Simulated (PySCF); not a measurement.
Computed Raman spectrum (relative Raman activity) of a molecule C4H6Si. The structure is a stationary point at PBE-D3(BJ)/def2-SVP. The values are those of a single conformer. These are PBE-D3(BJ)/def2-SVP in PySCF values and carry that method's errors. Frequencies are harmonic and unscaled.

ν (cm⁻¹): 653 (w), 672 (vw), 735 (vw), 896 (w), 1060 (vw), 1067 (vw), 1513 (m), 2154 (vs), 3079 (m), 3092 (s), 3152 (s) (against the strongest line: vs over 80 %, s over 45 %, m over 15 %, w over 4 %, vw less)

Q: Which molecule gave these data?
A) C=CC#C[SiH3]
B) C#C[SiH2]C=C
C) C#CC(=C)[SiH3]
D) C1=C[SiH2]C=C1

A: D, C1=C[SiH2]C=C1
